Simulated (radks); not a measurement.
Task: The mean radii <r> (bohr) of the occupied orbitals of an atom or ion are listed with their occupations. Method: Dirac Kohn-Sham, PBE, spin-unpolarised, spherical densities, point nucleus; computed with a radial shooting solver on a logarithmic mesh with Libxc functionals.

orbital  occ.      <r>
1s1/2       2  0.05213
2s1/2       2   0.2350
2p1/2       2   0.2041
2p3/2       4   0.2074
3s1/2       2   0.7126
3p1/2       2   0.7432
3p3/2       4   0.7541
3d3/2       4    1.009
3d5/2       6    1.019

Name the element and its charge. Open shells, if any, are shared by 2j + 1.

Result: Z = 29, copper, charge +1: Cu+ in [Ar] 3d10. The 1s radius gives Z: for a bare nucleus <r> = (2 gamma + 1)/(2Z) with gamma = sqrt(1 - (Z/c)^2), 0.05094 bohr for Z = 29, and screening makes it slightly larger (0.05213 here). The occupations add up to 28, and the charge is Z minus that.
